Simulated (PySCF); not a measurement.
**Name the molecule from its bond curve**

A diatomic of charge 0 contains Te. Its doublet curve at B3LYP in a double-zeta basis (scalar-relativistic core potentials, PySCF), in eV from the separated fragments:

R (Å), E (eV) and a bar:
```
    2.136     -2.145 ########################
    2.236     -2.399 ###########
    2.335     -2.540 ###
    2.409     -2.590 #
    2.484     -2.604 
    2.558     -2.590 #
    2.658     -2.538 ###
    2.782     -2.436 #########
    2.931     -2.278 #################
    3.130     -2.037 ##############################
```

The fit gives ωe = 457 cm⁻¹ and the rotational constant Bₑ = 0.4114 cm⁻¹.

Which atom is the partner?

The minimum lies at 2.481 Å, so the reduced mass is 16.8576 u Å² cm⁻¹/(Bₑ·Re²) = 6.657 u. With Te at 129.91 u the partner weighs about 7.0 u: Li. The molecule is LiTe.

Spin–orbit coupling is left out. The state was picked by a PBE0 search and need not be the measured ground state.
